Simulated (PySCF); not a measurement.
Molecule: SMILES C#C[SiH2]P[SiH3], C2H7PSi2.

Cartesian coordinates in Å; atom numbers follow the order of the lines, from 1:
```xyz
12

C     2.0313    1.5635   -0.8510
C     1.6788    0.4381   -0.6129
Si    1.0717   -1.2551   -0.1687
P    -0.7219   -1.2036    1.1731
Si   -2.0398    0.3134    0.2104
H     2.3551    2.5401   -1.0738
H     0.6856   -1.9505   -1.3997
H     2.1409   -1.9444    0.5605
H    -0.1715   -0.3415    2.0980
H    -3.0457    0.6787    1.2074
H    -1.3223    1.5099   -0.2342
H    -2.6609   -0.3491   -0.9352
```

Frames of a GFN2-xTB Langevin trajectory at 300 K; GIAO PBE0/pcSseg-1 shieldings in PySCF 2.14.0 with density-fitted response routines, gas phase, non-relativistic; equivalent atoms averaged within each frame.

References, each an isolated molecule treated in the same way: ¹³C (σref 186.93), ²⁹Si (σref 349.16), ¹H (σref 31.72) against TMS; ³¹P (σref 318.38) against H3PO4. The references are static minima.

**Question.** How do the shifts (ppm) fluctuate along the trajectory?

**Answer.** 
```
         time (fs)     C1    C2    Si3    Si5      P4  H7/H8  H10/H11/H12    H6     H9
optimised geometry  107.1  85.4  -71.7  -83.8  -316.7   4.69         4.20  2.15   0.55
               250  105.6  85.7  -64.7  -78.1  -336.1   5.20         5.07  3.16  -0.14
               425  115.5  89.5  -77.3  -81.4  -320.2   5.19         4.08  2.64   0.32
               625  112.0  85.0  -73.5  -80.9  -343.5   4.65         4.29  3.74   0.12
               800  110.5  88.3  -62.3  -81.5  -339.2   5.27         4.50  1.95   0.68
              1000  112.4  89.6  -68.7  -73.4  -324.5   4.73         5.15  3.14  -0.68
    mean of frames  111.2  87.6  -69.3  -79.1  -332.7   5.01         4.62  2.93   0.06
standard deviation    3.6   2.2    6.2    3.4     9.9   0.29         0.47  0.67   0.51
```

5 frames give an uncertainty of the mean of about the standard deviation over 2.2 at best, since frames this close in time may not be independent; classical motion lacks zero-point vibration, and the reference would need the same averaging.
